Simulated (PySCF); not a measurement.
Species: C6H8ClO2 (doublet state).
Geometry (GFN2-xTB, Å), atoms numbered from 1 in this order:
```xyz
17
C6H8ClO2 angstrom
O      0.620   -1.336   -1.997
C      0.269   -0.765   -0.997
C     -0.747   -1.311   -0.022
C     -1.673   -0.198    0.487
O     -0.944    0.879    1.020
C     -0.159    1.508    0.043
C      0.901    0.566   -0.557
C      1.905    0.141    0.436
Cl     3.443   -0.347   -0.062
H     -0.209   -1.742    0.825
H     -1.321   -2.101   -0.506
H     -2.314    0.151   -0.337
H     -2.307   -0.567    1.295
H     -0.796    1.884   -0.772
H      0.328    2.351    0.539
H      1.382    1.026   -1.424
H      1.612   -0.127    1.436
```

The hyperfine couplings belong to this conformer and change with its torsions.

As a line formula: `O=C1CCOC[C@H]1[CH]Cl` [radical].

Theory: UKS B3LYP, pcH-1 on C Cl H O, non-relativistic, mean-field spin-orbit, GIAO (PySCF 2.14.0). Isolated species at its GFN2-xTB geometry (one conformer only). The geometry wasn't refined by DFT: couplings that depend on bond lengths, twists or pyramidal angles can differ widely from those at the functional's own minimum.

How many α and β electrons are there, and what is ⟨S²⟩ of the pure spin state?

77 electrons with 2S = 1: 39 α and 38 β; S(S+1) = 0.75.

Mulliken spin populations, one withheld:

```tsv
atom	bound to	population
O1	C2	+0.0464
C2	O1, C3, C7	+0.0378
C3	C2, C4, H10, H11	+0.0082
C4	C3, O5, H12, H13	+0.0001
O5	C4, C6	+0.0031
C6	O5, C7, H14, H15	+0.0151
C7	C6, C8, C2, H16	-0.0648
C8	C7, Cl9, H17	+0.8763
Cl9	C8	?
H10	C3	+0.0011
H11	C3	-0.0012
H12	C4	+0.0012
H13	C4	-0.0003
H14	C6	+0.0029
H15	C6	+0.0050
H16	C7	+0.0117
H17	C8	-0.0388
```

What does Cl9 hold?

1 − (0.9038) gives +0.096, since all populations sum to 2S.

How is the spin shared among the elements?

Carbon +0.87, chlorine +0.10, oxygen +0.05, hydrogen -0.02. The positive populations sum to 1.11, the negative ones to -0.11.

With ⟨S²⟩ = 0.7559, find the sum of squared α–β overlaps and estimate the admixture of higher spin.

Σ|⟨iα|jβ⟩|² over occupied orbitals = Nβ − [⟨S²⟩ − S(S+1)] = 38 − 0.0059 = 37.9941. If the quartet state (S + 1) were the only admixture, its weight would be 0.0059/(2S + 2) = 0.20 %.

What Fermi-contact NMR shifts do the couplings of C3, C6, C7, H10, H11, H12, H13 imply at 200 K (Curie law, g = gₑ)?

δ = a_FC·h·gₑ μB S(S+1)/(3 g_N μN kT), with k/h = 20836.6 MHz/K:

| nuclei | isotope | a_FC (MHz) | g_N | contact shift (ppm) |
| --- | --- | --- | --- | --- |
| C3 | 13C | 0.70 | 1.4048 | +110 |
| C6 | 13C | 25.38 | 1.4048 | +3984 |
| C7 | 13C | -26.93 | 1.4048 | -4227 |
| H10 | 1H | 7.52 | 5.5857 | +297 |
| H11 | 1H | -1.63 | 5.5857 | -64 |
| H12 | 1H | 0.75 | 5.5857 | +30 |
| H13 | 1H | -0.96 | 5.5857 | -38 |

All at the stated temperature.

β density exceeds α density at some nuclei, such as C7 (-0.0240) and H17 (-0.0126), spin density in bohr⁻³. In a single determinant that takes different orbitals for the two spins, that is spin polarisation.

Time: 2.5 min of wall time (with the writing of density and orbital grids); peak memory 1.1 GiB. Hardware: an Arm Neoverse V1 with one thread, no GPU, shared host.
